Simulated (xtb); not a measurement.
HOSi, charge +2, quartet, geometry from GFN2-xTB of the parent state (a state made from the parent by changing its charge; the spin is typed, not shown lowest); GFN2-xTB (xtb).

Here is a job for xtb.
```
$ xtb mol.xyz --gfn 2 --chrg 2 --uhf 3 --json

# file mol.xyz
3

O     -0.00000000    -0.00000000    -1.02917939
Si     0.00000000     0.00000000     0.45228432
H      0.00000000     0.00000000     1.90145462
```

Write the output that xtb gives for this input, abridged.


```
   ID    Z sym.   atoms
    1    8 O      1
    2   14 Si     2
    3    1 H      3

           -------------------------------------------------
          |                Calculation Setup                |
           -------------------------------------------------

           -------------------------------------------------
          |                 G F N 2 - x T B                 |
           -------------------------------------------------

          ...................................................
          :                      SETUP                      :
          :.................................................:
          :  # basis functions                  15          :
          :  # atomic orbitals                  14          :
          :  # shells                            6          :
          :  # electrons                         9          :
          :  max. iterations                   250          :
          :  Hamiltonian                  GFN2-xTB          :
          :  restarted?                      false          :
          :  GBSA solvation                  false          :
          :  PC potential                    false          :
          :  electronic temp.          300.0000000     K    :
          :  accuracy                    1.0000000          :
          :  -> integral cutoff          0.2500000E+02      :
          :  -> integral neglect         0.1000000E-07      :
          :  -> SCF convergence          0.1000000E-05 Eh   :
          :  -> wf. convergence          0.1000000E-03 e    :
          :  Broyden damping             0.4000000          :
          :  net charge                          2          :
          :  unpaired electrons                  3          :
          ...................................................

 iter      E             dE          RMSdq      gap      omega  full diag
   1     -4.5794250 -0.457943E+01  0.248E+01    0.43       0.0  T
   2     -4.6992878 -0.119863E+00  0.599E+00    0.00       1.0  T
   3     -4.7022895 -0.300164E-02  0.365E+00    0.00       1.0  T
   4     -4.7022762  0.132379E-04  0.149E+00    0.00       1.0  T
   5     -4.7026006 -0.324347E-03  0.337E-01    0.00       1.0  T
   6     -4.7026983 -0.977254E-04  0.192E-01    0.00       1.0  T
   7     -4.7026985 -0.164287E-06  0.219E-02    0.00       2.6  T
   8     -4.7026993 -0.820906E-06  0.985E-03    0.00       5.9  T
   9     -4.7026993 -0.201585E-07  0.443E-03    0.00      13.0  T
  10     -4.7026993 -0.623692E-08  0.226E-03    0.00      25.5  T
  11     -4.7026993 -0.980378E-09  0.909E-04    0.00      63.5  T
  12     -4.7026993 -0.174459E-09  0.128E-05    0.00    4506.2  T

   *** convergence criteria satisfied after 12 iterations ***

         :::::::::::::::::::::::::::::::::::::::::::::::::::::
         ::                     SUMMARY                     ::
         :::::::::::::::::::::::::::::::::::::::::::::::::::::
         :: total energy              -4.647099911247 Eh    ::
         :: gradient norm              0.197376195049 Eh/a0 ::
         :: HOMO-LUMO gap              0.000000000198 eV    ::
         ::.................................................::
         :: SCC energy                -4.702699321478 Eh    ::
         :: -> isotropic ES            0.592696745741 Eh    ::
         :: -> anisotropic ES         -0.024244728539 Eh    ::
         :: -> anisotropic XC         -0.005687295799 Eh    ::
         :: -> dispersion             -0.000368320031 Eh    ::
         :: repulsion energy           0.055599410231 Eh    ::
         :: add. restraining           0.000000000000 Eh    ::
         :: total charge               2.000000000000 e     ::
         :::::::::::::::::::::::::::::::::::::::::::::::::::::

           -------------------------------------------------
          |                Property Printout                |
           -------------------------------------------------

    * Orbital Energies and Occupations

         #    Occupation            Energy/Eh            Energy/eV
      -------------------------------------------------------------
         1        2.0000           -1.4380216             -39.1306
         2        2.0000           -1.2477625             -33.9533
         3        1.5000           -1.1757703             -31.9943
         4        1.5000           -1.1757703             -31.9943
         5        1.0000           -1.1315304             -30.7905
         6        0.5000           -0.8607876             -23.4232 (HOMO)
         7        0.5000           -0.8607876             -23.4232 (LUMO)
         8        0.0000           -0.8487360             -23.0953
         9                         -0.7025127             -19.1163
        10                         -0.7025127             -19.1163
        11                         -0.5991438             -16.3035
        12                         -0.5991438             -16.3035
        13                         -0.1790416              -4.8720
        14                          0.8966773              24.3998
      -------------------------------------------------------------
                  HL-Gap            0.0000000 Eh            0.0000 eV
             Fermi-level           -1.0182789 Eh          -27.7088 eV

     #   Z          covCN         q      C6AA      α(0)
     1   8 O        0.771     0.591     9.125     4.049
     2  14 Si       1.693     0.794   167.576    27.520
     3   1 H        0.922     0.615     0.227     0.746

 Mol. C6AA /au·bohr⁶  :        262.041338
 Mol. C8AA /au·bohr⁸  :      15241.704817
 Mol. α(0) /au        :         32.314281

Wiberg/Mayer (AO) data.
largest (>0.10) Wiberg bond orders for each atom

 ---------------------------------------------------------------------------
     #   Z sym  total        # sym  WBO       # sym  WBO       # sym  WBO
 ---------------------------------------------------------------------------
     1   8 O    1.715 --     2 Si   1.601     3 H    0.114
     2  14 Si   2.051 --     1 O    1.601     3 H    0.449
     3   1 H    0.563 --     2 Si   0.449     1 O    0.114
 ---------------------------------------------------------------------------

Topologies differ in total number of bonds
Writing topology from bond orders to xtbtopo.mol

molecular dipole:
                 x           y           z       tot (Debye)
 q only:        0.000       0.000       1.739
   full:       -0.000      -0.000       2.110       5.364
molecular quadrupole (traceless):
                xx          xy          yy          xz          yz          zz
 q only:       -5.377       0.000      -5.377       0.000       0.000      10.754
  q+dip:       -5.886       0.000      -5.886       0.000      -0.000      11.773
   full:       -4.610      -0.000      -4.610      -0.000      -0.000       9.221

           -------------------------------------------------
          | TOTAL ENERGY               -4.647099911247 Eh   |
          | GRADIENT NORM               0.197376195049 Eh/α |
          | HOMO-LUMO GAP               0.000000000198 eV   |
           -------------------------------------------------

normal termination of xtb
```
